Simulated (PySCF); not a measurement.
# MGa for M along the fourth-period p block

MP2 with double-zeta basis sets in PySCF, for the lowest determinant that a PBE0 search found; no spin–orbit coupling. De refers to high-spin ground-configuration atoms.

```tsv
M	basis	reference, frozen orbitals	state (unpaired electrons)	Re (Å)	ωe (cm⁻¹)	De (eV)
Ge	cc-pVDZ-PP	UHF, 8	quartet (σ ↑, π ↑↑)	2.487	227	2.15
As	cc-pVDZ-PP	UHF, 8	triplet (π ↑↑)	2.572	216	1.43
Br	x2c-SVPall	RHF, 18	singlet (closed shell)	2.350	280	4.23
```

The shortest bond is that of GaBr (2.350 Å), the longest that of GaAs (2.572 Å). GaBr is bound most strongly (4.23 eV) and GaAs least (1.43 eV).

The rows differ in basis set, which adds steps of its own.

The state changes along the series, so neighbouring rows are not always alike in their bonding.

Correlated steps freeze the inner cores (8 to 18 orbitals); shallow outer-core shells are correlated. Correlated levels converge slowly with the basis: in double zeta they bind strong bonds too weakly, by up to about 1 eV, and carry superposition errors of some tenths. Where the molecule has an RHF reference, its open-shell atoms are computed with UHF. States were picked by a PBE0 search and need not be the measured ground states.
